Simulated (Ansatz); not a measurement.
CH$_{7}$AlOSi$_{2}$, relaxed with RKS PBE0-D4/def2-TZVP in Ansatz 0.2.0 from a PBE-D4/def2-SVP geometry. The force threshold is 0.005 eV/Å; the program also tests the step.

The species carries charge 0 and has multiplicity 1.

Start:

```xyz
12

Si    0.628   -1.610    0.440
C    -0.605   -0.277   -0.046
Al   -0.209    0.718   -1.722
O     0.030    2.203   -0.804
Si   -0.349    1.465    0.695
H     0.484   -2.841   -0.420
H     2.032   -1.085    0.249
H     0.492   -2.040    1.879
H    -1.636   -0.680    0.049
H    -0.081    0.525   -3.293
H     0.801    1.573    1.660
H    -1.589    2.050    1.314
```

(1) By how much does the energy fall, and how many steps does the optimiser take? (An estimate is asked.)

(2) Which bonds change most? (Estimate.)

(3) Give the relaxed structure. (Best estimate.)

Results:

(1) The calculation gave: 7.72 kJ/mol, in 10 steps.

(2) The calculation gave: O4–Si5 from 1.713 to 1.667 Å; Al3–O4 from 1.763 to 1.729 Å; Si1–C2 from 1.880 to 1.854 Å.

(3) Computed: 
```xyz
12

Si    0.615   -1.579    0.428
C    -0.618   -0.282   -0.054
Al   -0.187    0.719   -1.691
O     0.055    2.157   -0.761
Si   -0.353    1.433    0.684
H     0.441   -2.829   -0.363
H     1.991   -1.065    0.154
H     0.553   -1.943    1.871
H    -1.634   -0.678    0.030
H    -0.048    0.531   -3.246
H     0.764    1.513    1.663
H    -1.578    2.024    1.285
```
